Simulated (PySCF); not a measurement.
Se(Me)(OMe) (C₂H₆OSe), SMILES CO[Se]C. Geometry: B3LYP-D3(BJ)/def2-SVP. Other conformers were not sampled.

Calculation: PySCF with B3LYP-D3(BJ)/def2-SVP.

Harmonic wavenumbers (cm⁻¹): 85, 127, 158, 250, 319, 583, 592, 887, 904, 1070, 1169, 1183, 1284, 1422, 1448, 1450, 1457, 1481, 2984, 3041, 3056, 3099, 3147, 3163. Rotational constants (GHz): 8.196, 3.395, 2.688; symmetry number 1.

Q: Work out the zero-point energy and the ideal-gas rigid-rotor harmonic-oscillator thermochemistry at 298.15 K and 1 atm.

A: ZPE = ½ Σ hcν = ½ × 34358 cm⁻¹ = 49.12 kcal/mol. H − E(el) = 53.69 kcal/mol. Entropy in cal/(mol K): translation 40.38, rotation 25.87, vibration 13.89, total 80.14. G − E(el) = 29.80 kcal/mol. Cp = 21.61 cal/(mol K). Modes under 150 cm⁻¹ make the vibrational entropy uncertain.
